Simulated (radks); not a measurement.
Problem. Species: the gadolinium ion Gd32+. Configuration: [Ar] 3d10 4s2 4p2. Calculated with a radial shooting solver on a logarithmic mesh with Libxc functionals: Dirac Kohn-Sham, PBE, spin-unpolarised, spherical densities, finite nucleus; open shells fill j = l - 1/2 first; Fermi nuclear charge, rms radius 5.1569 fm. Some entries of the table are withheld. Estimate them.

| orbital | occ. | eigenvalue (hartree) | <r^2> (bohr^2) |
|---|---|---|---|
| 1s1/2 | 2 | -1884.317 | (1) |
| 2s1/2 | 2 | -348.1401 | 0.01018 |
| 2p1/2 | 2 | -333.0356 | 0.007390 |
| 2p3/2 | 4 | -307.3840 | 0.008615 |
| 3s1/2 | 2 | -109.7292 | 0.06621 |
| 3p1/2 | 2 | -103.2470 | 0.06138 |
| 3p3/2 | 4 | -97.80921 | 0.06788 |
| 3d3/2 | 4 | (2) | (3) |
| 3d5/2 | 6 | (4) | (5) |
| 4s1/2 | 2 | -50.53999 | 0.2717 |
| 4p1/2 | 2 | -47.86151 | (6) |
| 4p3/2 | 0 | -46.18613 | (7) |
| 4d3/2 | 0 | -41.81520 | (8) |
| 4d5/2 | 0 | -41.45199 | (9) |
| 5s1/2 | 0 | (10) | 0.7848 |

Solution. 
(1) 1s1/2 <r^2> (bohr^2): 0.0006549
(2) 3d3/2 eigenvalue (hartree): -86.78600
(3) 3d3/2 <r^2> (bohr^2): 0.05347
(4) 3d5/2 eigenvalue (hartree): -85.58309
(5) 3d5/2 <r^2> (bohr^2): 0.05525
(6) 4p1/2 <r^2> (bohr^2): 0.2726
(7) 4p3/2 <r^2> (bohr^2): 0.2926
(8) 4d3/2 <r^2> (bohr^2): 0.2865
(9) 4d5/2 <r^2> (bohr^2): 0.2922
(10) 5s1/2 eigenvalue (hartree): -29.08834
